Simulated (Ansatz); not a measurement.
A run of Ansatz (development build ahead of 0.2.0) on singlet BeO at this shape:

```xyz
2

Be    0.0000    0.0000    0.0000
O     0.0000    0.0000    1.3300
```

Its results:

* Converged: yes
* Reference energy: -89.32138 hartree
* Correlation energy: -0.23810 hartree
* Total energy: -89.55948 hartree
* Spin squared of the determinant: 0.000
* Stability test: minimum among restricted orbitals

Forces (eV/Å):
```json
{"atom": "Be1", "Fx": "0.000", "Fy": "0.000", "Fz": "-2.012"}
{"atom": "O2", "Fx": "0.000", "Fy": "0.000", "Fz": "2.012"}
```

Question: Which input gives this output? Name the method, the orbitals and the basis set, and write the input.

Answer: RHF-MP2 in def2-SVP. An unrestricted run that stays on the closed shell gives the same numbers.

```yaml
crystal:
  periodic: [false, false, false]
  atoms:
    - { symbol: Be, position_ang: [0.0, 0.0, 0.0] }
    - { symbol: O, position_ang: [0.0, 0.0, 1.33] }
basis:
  gaussian: { orbitals: def2-SVP }
hamiltonian:
  xc: hf
correlation:
  method: mp2
  frozen_orbitals: { Be: 0, O: 1 }
output:
  forces: true
```

Caution: an unrestricted determinant lies well below.
